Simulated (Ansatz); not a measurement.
C2H7BFNS. Charge 0, multiplicity 1. The bonds changed during the relaxation, so this is another structure than the one it started from.

```xyz
13

B    -1.414   -1.160   -0.003
C    -0.312   -0.119    0.409
F    -0.604    0.933    1.142
S    -2.207   -0.159   -1.454
N     0.931   -0.141    0.020
C     1.919    0.908    0.160
H    -2.175   -1.402    0.896
H    -0.863   -2.122   -0.493
H    -2.949    0.690   -0.726
H     1.158   -0.948   -0.542
H     2.882    0.465    0.412
H     2.012    1.467   -0.774
H     1.621    1.588    0.953
```

(1) Give the diagnostics of a CCSD(T)/def2-TZVPP run (frozen core, Ansatz 0.2.0). (Estimate.)

Results:

(1) Computed: T1 = 0.0139, largest single amplitude 0.028, largest double 0.017, (T) share of the correlation energy 4.0 %, 10 CCSD cycles. The RHF solution is stable towards an unrestricted one. T1 lies under the customary mark of 0.02 for closed shells.
